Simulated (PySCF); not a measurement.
## Two-component Hartree-Fock for Ne²⁺ (neon, charge +2)

Start: [He] 2s2 2p4; 2p1/2 filled at m_j = +1/2; 2p3/2 filled at m_j = -1/2, +1/2, +3/2. Calculated with PySCF 2.14 in x2c-TZVPall-2c (5s3p2d1f, 31 functions): generalised Hartree-Fock with the X2C-1e Hamiltonian and a Gaussian nucleus; one run each with spin-orbit coupling (SO) switched off, then screened by Boettger's factors. This is a chosen level, not necessarily the ground level.

```json
{"spinor shell": "1s1/2", "electrons": "2", "ε, spin-free (eV)": "-943.39", "ε, screened SO (eV)": "-943.37", "weight of nominal j (screened SO)": "1.000", "rms radius, screened SO (bohr)": "0.182"}
{"spinor shell": "2s1/2", "electrons": "2", "ε, spin-free (eV)": "-92.953", "ε, screened SO (eV)": "-92.948", "weight of nominal j (screened SO)": "1.000", "rms radius, screened SO (bohr)": "0.905"}
{"spinor shell": "2p3/2", "electrons": "3", "ε, spin-free (eV)": "-68.547", "ε, screened SO (eV)": "-70.088", "weight of nominal j (screened SO)": "0.660", "rms radius, screened SO (bohr)": "0.894"}
{"spinor shell": "2p1/2", "electrons": "1", "ε, spin-free (eV)": "-68.547", "ε, screened SO (eV)": "-63.944", "weight of nominal j (screened SO)": "0.662", "rms radius, screened SO (bohr)": "0.926"}
```

```json
{"quantity": "E (hartree)", "spin-free": "-126.50956", "screened SO": "-126.51106"}
{"quantity": "M_J", "spin-free": "2", "screened SO": "2"}
{"quantity": "⟨J²⟩", "spin-free": "6.004", "screened SO": "6.005"}
{"quantity": "⟨L²⟩", "spin-free": "2.002", "screened SO": "2.003"}
{"quantity": "⟨S²⟩", "spin-free": "2.003", "screened SO": "2.002"}
```

Each row is a mean over spinors that exchange with the open shell spreads, by up to 12.782 eV (2s1/2).

Rows whose weight is well below 1 are mixtures of j = l ± 1/2: exchange outweighs spin-orbit coupling there, and the label is only the starting occupation.

Without spin-orbit coupling the j labels of p, d and f shells carry no meaning; the spin-free column gives the mean over the occupied spinors of each nl shell.
